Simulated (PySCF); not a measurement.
One molecule, one basis, several functionals.

Species: BF3.
InChI=1S/BF3/c2-1(3)4

PySCF, pcSseg-2 basis, density fitting, gas phase, PBE0-D3(BJ)/def2-SVP geometry. One functional is left out:

| functional | exact exchange (%) | HOMO energy (eV) | LUMO energy (eV) |
| --- | --- | --- | --- |
| B97-D | 0 | -10.14 | -0.19 |
| BLYP | 0 | -10.01 | -0.37 |
| BP86 | 0 | -10.17 | -0.44 |
| LDA | 0 | -10.31 | -0.79 |
| OPBE | 0 | -10.01 | -0.10 |
| PBE | 0 | -10.06 | -0.40 |
| B97-2 | 21 | -11.92 | 0.62 |
| PBE0 | 25 | -12.27 | 0.56 |
| mPW1PW91 | 25 | -12.31 | 0.58 |
| BHandHLYP | 50 | -14.48 | 1.05 |

Task: Predict the row of B3LYP (20 % exact exchange) by straight lines through the other rows, and check it.

Result: 
| property | line | computed | computed − line | B97-2 (21 %), for comparison |
| --- | --- | --- | --- | --- |
| HOMO energy (eV) | -11.86 | -11.95 | -0.09 | -11.92 |
| LUMO energy (eV) | 0.31 | 0.14 | -0.17 | 0.62 |

Task: Which of these properties follows the share of exact exchange most closely, and which least?

Result: Most closely the HOMO energy, least the LUMO energy; the correlations over the tabulated rows are HOMO energy -0.998, LUMO energy 0.929. The HOMO energy moves by -0.871 eV for every 10 %. Functionals with the same share still differ in their other parts: at 0 % BLYP and LDA differ by 0.30 eV in it.
